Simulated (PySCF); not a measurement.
A run for PySCF: R-M06-2X/def2-TZVPPD on CH4S (SMILES CS) with ghost functions.

```python
from pyscf import gto, dft

mol = gto.M(
    atom='''
    C    -0.26576626   -1.21370703    3.68027250
    S    -0.31561008    0.57880717    4.01148720
    H     0.14229970   -1.75577546    4.53013622
    H    -1.29934160   -1.52080369    3.52988093
    H     0.30142552   -1.42658005    2.77662312
    H     1.00394305    0.75245460    4.19220349
    ghost-S    0.59624197    0.39125548    0.22883725
    ghost-H    0.16097036    0.80605790    1.43809472
    ghost-H   -0.63877004    0.04382232   -0.16652665
    ''',
    basis='def2-tzvppd',
    charge=0, spin=0, verbose=4, max_memory=1800)
mf = dft.RKS(mol, xc='m062x').density_fit(auxbasis='def2-universal-jkfit')
mf.grids.level = 4
mf.conv_tol = 1e-9
mf.max_cycle = 150
mf.kernel()
mf.dip_moment()
```

It printed:

```
PySCF version 2.14.0

[INPUT] verbose = 4
[INPUT] num. atoms = 9
[INPUT] num. electrons = 26
[INPUT] charge = 0
[INPUT] spin (= nelec alpha-beta = 2S) = 0
[INPUT] symmetry False subgroup None
[INPUT] Mole.unit = angstrom
[INPUT] Symbol           X                Y                Z      unit          X                Y                Z       unit  Magmom
[INPUT]  1 C     -0.265766260000  -1.213707030000   3.680272500000 AA   -0.502225444550  -2.293573882159   6.954707088768 Bohr   0.0
[INPUT]  2 S     -0.315610080000   0.578807170000   4.011487200000 AA   -0.596416613352   1.093787030235   7.580612160198 Bohr   0.0
[INPUT]  3 H      0.142299700000  -1.755775460000   4.530136220000 AA    0.268907460608  -3.317934755632   8.560716762772 Bohr   0.0
[INPUT]  4 H     -1.299341600000  -1.520803690000   3.529880930000 AA   -2.455399766254  -2.873902463328   6.670508210025 Bohr   0.0
[INPUT]  5 H      0.301425520000  -1.426580050000   2.776623120000 AA    0.569611679755  -2.695845589268   5.247057247935 Bohr   0.0
[INPUT]  6 H      1.003943050000   0.752454600000   4.192203490000 AA    1.897177409161   1.421933115169   7.922116454546 Bohr   0.0
[INPUT]  7 GHOST-S   0.596241970000   0.391255480000   0.228837250000 AA    1.126734027271   0.739365701935   0.432439729599 Bohr   0.0
[INPUT]  8 GHOST-H   0.160970360000   0.806057900000   1.438094720000 AA    0.304189894573   1.523228671542   2.717605161983 Bohr   0.0
[INPUT]  9 GHOST-H  -0.638770040000   0.043822320000  -0.166526650000 AA   -1.207100432177   0.082812182943  -0.314689760941 Bohr   0.0

nuclear repulsion = 56.2200249870676
number of shells = 89
number of NR pGTOs = 310
number of NR cGTOs = 241
basis = def2-tzvppd
ecp = {}


******** <class 'pyscf.df.df_jk.DFRKS'> ********
method = DFRKS
initial guess = minao
damping factor = 0
level_shift factor = 0
DIIS = <class 'pyscf.scf.diis.CDIIS'>
diis_start_cycle = 1
diis_space = 8
diis_damp = 0
SCF conv_tol = 1e-09
SCF conv_tol_grad = None
SCF max_cycles = 150
direct_scf = False
XC library pyscf.dft.libxc version 7.1.2
    S. Lehtola, C. Steigemann, M. J. T. Oliveira, and M. A. L. Marques,  SoftwareX 7, 1–5 (2018)
XC functionals = m062x
    Y. Zhao and D. G. Truhlar,  Theor. Chem. Acc. 120, 215 (2008)
    Y. Zhao and D. G. Truhlar,  Theor. Chem. Acc. 120, 215 (2008)
radial grids:
    Treutler-Ahlrichs [JCP 102, 346 (1995); DOI:10.1063/1.469408] (M4) radial grids

becke partition: Becke, JCP 88, 2547 (1988); DOI:10.1063/1.454033
pruning grids: <function nwchem_prune>
grids dens level: 4
symmetrized grids: False
atomic radii adjust function: <function treutler_atomic_radii_adjust>
small_rho_cutoff = 0
Set gradient conv threshold to 3.16228e-05
Initial guess from minao.
tot grids = 180240
******** <class 'pyscf.df.df.DF'> ********
auxbasis = def2-universal-jkfit
init E= -438.670226970589
  HOMO = -0.286098060121872  LUMO = -0.0226495949810659  gap/eV = 7.16880
cycle= 1 E= -438.672943930487  delta_E= -0.00272  |g|= 0.192  |ddm|= 1.61
  HOMO = -0.269802899797692  LUMO = 0.00604774175925626  gap/eV = 7.50628
cycle= 2 E= -438.681796874992  delta_E= -0.00885  |g|= 0.114  |ddm|= 0.377
  HOMO = -0.297766486029251  LUMO = 0.00658437298129399  gap/eV = 8.28181
cycle= 3 E= -438.685206786014  delta_E= -0.00341  |g|= 0.0245  |ddm|= 0.142
  HOMO = -0.295442773569578  LUMO = 0.00697856411476487  gap/eV = 8.22930
cycle= 4 E= -438.685327598617  delta_E= -0.000121  |g|= 0.00538  |ddm|= 0.0321
  HOMO = -0.295467812572494  LUMO = 0.00707308307157309  gap/eV = 8.23256
cycle= 5 E= -438.685333740974  delta_E= -6.14e-06  |g|= 0.00176  |ddm|= 0.00802
  HOMO = -0.295368728037477  LUMO = 0.00704009710801914  gap/eV = 8.22896
cycle= 6 E= -438.685334551085  delta_E= -8.1e-07  |g|= 0.000731  |ddm|= 0.00183
  HOMO = -0.295356196255651  LUMO = 0.00705339742270691  gap/eV = 8.22898
cycle= 7 E= -438.685334683796  delta_E= -1.33e-07  |g|= 0.000131  |ddm|= 0.000802
  HOMO = -0.295370260651287  LUMO = 0.00705173889213532  gap/eV = 8.22932
cycle= 8 E= -438.685334689432  delta_E= -5.64e-09  |g|= 1.53e-05  |ddm|= 0.000177
  HOMO = -0.295372019177791  LUMO = 0.00705214239686241  gap/eV = 8.22938
cycle= 9 E= -438.685334689559  delta_E= -1.27e-10  |g|= 2.06e-06  |ddm|= 4e-05
  HOMO = -0.295371837369206  LUMO = 0.00705214646616252  gap/eV = 8.22938
Extra cycle  E= -438.68533468956  delta_E= -9.66e-13  |g|= 8.91e-07  |ddm|= 5.38e-06
converged SCF energy = -438.68533468956
Dipole moment(X, Y, Z, Debye):  0.71961, -1.36086, -0.17363
```

The run converged.

Cost: around 50 core-seconds (rough).
